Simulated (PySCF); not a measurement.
Compound: C3HF2NS.
Bonds: F1–C2, C2–N3 (aromatic), N3–C4 (aromatic), C4–S5 (aromatic), S5–C6 (aromatic), C6–F7, C2–C6 (aromatic). Hydrogens: H8 on C4.

NICS = −σ at a ghost point: NICS(0) at the centroid of the ring atoms, NICS(1) 1 Å to either side along the normal of their mean plane, zz for the tensor component along that normal. Level: GIAO CAM-B3LYP/pcSseg-2 (PySCF, non-relativistic, gas phase) on the PBE0-D3(BJ)/def2-SVP geometry, one conformer.

Ring bond lengths (Å): C2–N3 1.346, N3–C4 1.297, C4–S5 1.731, S5–C6 1.730, C6–C2 1.368.

Q: Give the NICS values of each ring in ppm.

A: 
| ring | type | NICS(0) | NICS(1), two faces | NICS(1)zz, two faces | rms pucker (Å) | centre to ring atoms, mean (Å) |
| --- | --- | --- | --- | --- | --- | --- |
| C2–N3–C4–S5–C6 | 5-membered ring with N and S; formal bonds all aromatic | -13.0 | -8.7 / -8.7 | -21.9 / -21.9 | 0.00 | 1.26 |

Q: What do they say, and how far can they be read as aromaticity?

A: 
- C2–N3–C4–S5–C6: mean NICS(1)zz -21.9 ppm, shielded, aromatic by this magnetic criterion (flat ring, no four-coordinate atom).

Q: What does the geometric index give? Use HOMA with the parameters of Krygowski (1993).

A: 
- C2–N3–C4–S5–C6: HOMA 0.84; the largest term is that of C4–S5, α(R − Ropt)² = 0.28. The geometric and the magnetic index point the same way.

Q: What is the mean of the two in-plane components of NICS at the second NICS(1) probe listed for ring C2–N3–C4–S5–C6, 1 Å off the ring?

A: The isotropic value is a third of the trace: (3 × -8.7 − (-21.9))/2 = -2.1 ppm.

Q: Give the inner angles of the rings.

A: 
- C2–N3–C4–S5–C6: C2 115.7°, N3 110.9°, C4 115.7°, S5 87.9°, C6 109.9°; sum 540.0° against 540° for a flat convex ring.

Q: What are the shieldings of the ring atoms and their hydrogens in the same run (means over atoms taken as equivalent)?

A: 
| atoms | environment | σ isotropic (ppm) |
| --- | --- | --- |
| C2 | aromatic C–F carbon | 23.8 |
| N3 | pyridine-type nitrogen | -92.2 |
| C4 | aromatic CH next to a ring nitrogen | 33.2 |
| S5 | thiophene-type sulfur | 216.0 |
| C6 | aromatic C–F carbon | 23.5 |
| H8 | aromatic hydrogen | 23.43 |

Q: How do the values depend on the level or the medium?

A: 
```
                  level  NICS(0), C2–N3–C4–S5–C6  mean NICS(1)zz, C2–N3–C4–S5–C6
CAM-B3LYP/pcSseg-2, gas                    -13.0                           -21.9
     PBE0/pcSseg-1, gas                    -13.1                           -22.3
```

The geometry is the same throughout.
